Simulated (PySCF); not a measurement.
Match the calculated data to a structure.

All candidates are C6H5F.

- Dipole: 2.07 D [PBE0/def2-SVPD]
- 1H NMR: chemical shifts (computed TMS as zero) by class: 7.48 (1 H), 5.04 (1 H), 3.76 (1 H), 3.64 (1 H), 1.57 (1 H) ppm [GIAO PBE0/pcSseg-1]
- Triplet: lowest triplet excitation (Tamm–Dancoff): 4.76 eV [TDA PBE0/def2-SVPD]
- 13C NMR: chemical shifts (computed TMS as zero) by class: 140.6 (1 C), 123.7 (1 C), 83.7 (1 C), 76.7 (1 C), 70.6 (1 C), 19.5 (1 C) ppm [GIAO PBE0/pcSseg-1]
- UV, first state: lowest singlet excitation: 6.17 eV (201 nm, f = 0.001) [TDDFT PBE0/def2-SVPD]
- UV, strongest line: among the 8 lowest singlet transitions: S7 at 7.22 eV (172 nm, f = 0.040) [TDDFT PBE0/def2-SVPD]
- Couplings: largest of the computed one-bond spin–spin couplings (means over like bonds): 19F–13C -301.8, 13C–1H +264.3, 13C–1H +237.6, 13C–1H +227.5, 13C–13C +201.8, 13C–1H +141.1, 13C–1H +140.7, 13C–13C +74.4 Hz [B3LYP/pcJ-1, spin–dipole term left out for some pairs]
- Polarisability: 65.9 au [PBE0/def2-SVPD]
- Rotational structure: rotational constants A, B, C: 8.861, 1.299, 1.207 GHz [GFN2-xTB]
- NMR, other nuclei: isotropic shieldings of nuclei other than C and H, by class: 347 (1 F) ppm [GIAO PBE0/pcSseg-1]

Electronic properties: PySCF, gas phase, density fitting. Levels stand in brackets. One conformer (not necessarily the lowest) at the GFN2-xTB geometry, without solvent, vibrations or thermal averaging. NMR classes are plain means over equivalent atoms (diastereotopic ones count apart unless rotation or inversion swaps them), as if these changed places fast.

Task: Which candidate is it?
A. `C#C[C@]1(F)[C@@H]2C[C@@H]21`
B. `C#CCC1=C[C@@H]1F`
C. `C#CC(C#C)CF`
D. `C#CC#CCCF`
E. `C#C[C@@H]1CC=C1F`

Result: B. It is `C#CCC1=C[C@@H]1F`. Numbering: `[CH:1]#[C:2][CH2:3][C:4]1=[CH:5][C@@H:6]1[F:7]`. Its formula, C6H5F, gives 4 degrees of unsaturation: 1 ring and 3 π bonds in the structure found. 6 carbons fall into 6 classes; from least to most shielded: fully substituted alkene carbon [C4] (140.6 ppm), alkene CH carbon [C5] (123.7 ppm), alkyne carbon [C2] (83.7 ppm), terminal alkyne carbon [C1] (76.7 ppm), sp3 C–F carbon [C6] (70.6 ppm), allylic carbon [C3] (19.5 ppm). Hydrogen classes from least to most shielded: 1 H on an alkene CH carbon, C5 (7.48 ppm), 1 H on an sp3 C–F carbon, C6 (5.04 ppm), 1 H on an allylic carbon, C3 (3.76 ppm), 1 H on an allylic carbon, C3 (3.64 ppm), 1 H on a terminal alkyne carbon, C1 (1.57 ppm). The other shieldings belong to: 347 ppm, alkyl fluorine [F7]. The couplings run between: -301.8 Hz, alkyl fluorine [F7] and sp3 C–F carbon [C6]; +264.3 Hz, terminal alkyne carbon [C1] and its hydrogen; +237.6 Hz, alkene CH carbon [C5] and its hydrogen; +227.5 Hz, sp3 C–F carbon [C6] and its hydrogen; +201.8 Hz, terminal alkyne carbon [C1] and alkyne carbon [C2]; +141.1 Hz, allylic carbon [C3] and its hydrogen; +140.7 Hz, allylic carbon [C3] and its hydrogen; +74.4 Hz, alkyne carbon [C2] and allylic carbon [C3]. The optimised geometry has point group C1 and is an asymmetric top.

The others, at the same levels:
- `C#CC(C#C)CF` fails: it has 4 carbon classes against 6; its computed 13C shifts are 89.9 (1 C), 83.7 (2 C), 78.7 (2 C), 27.0 (1 C) ppm, 1H shifts are 4.81 (2 H), 3.80 (1 H), 1.68 (2 H) ppm and lowest singlet excitation is 6.60 eV (188 nm, f = 0.002) (against 6.17 eV).
- `C#C[C@]1(F)[C@@H]2C[C@@H]21` fails: it has 5 carbon classes against 6; its computed 13C shifts are 83.2 (1 C), 82.7 (1 C), 82.1 (1 C), 15.4 (1 C), 11.1 (2 C) ppm, 1H shifts are 2.26 (2 H), 1.90 (1 H), 1.08 (1 H), 0.47 (1 H) ppm and lowest triplet excitation (Tamm–Dancoff) is 5.21 eV (against 4.76 eV).
- `C#C[C@@H]1CC=C1F` fails: its computed 13C shifts are 162.5 (1 C), 113.6 (1 C), 85.8 (1 C), 79.3 (1 C), 38.9 (1 C), 29.6 (1 C) ppm, 1H shifts are 4.93 (1 H), 3.82 (1 H), 2.43 (1 H), 2.12 (1 H), 1.78 (1 H) ppm and lowest singlet excitation is 6.53 eV (190 nm, f = 0.004) (against 6.17 eV).
- `C#CC#CCCF` fails: its computed 13C shifts are 84.7 (1 C), 75.7 (1 C), 75.4 (1 C), 73.8 (1 C), 72.0 (1 C), 23.9 (1 C) ppm, 1H shifts are 4.81 (2 H), 2.92 (2 H), 1.19 (1 H) ppm and rotational constant A is 19.842 GHz (against 8.861 GHz).

Each candidate is one conformer, not necessarily the lowest. Dipoles, sizes and rotational constants follow the conformer. The torsions of the flexible species, by atom-mapped SMILES:
- `[CH:1]#[C:2][CH2:3][C:4]1=[CH:5][C@@H:6]1[F:7]`: C2–C3–C4–C5 -7°
- `[CH:1]#[C:2][CH:3]([C:4]#[CH:5])[CH2:6][F:7]`: C2–C3–C6–F7 70°
- `[CH:1]#[C:2][C:3]#[C:4][CH2:5][CH2:6][F:7]`: C4–C5–C6–F7 180°

One-bond C–F couplings are unscaled; at this level they come out some 30 % too large in size.
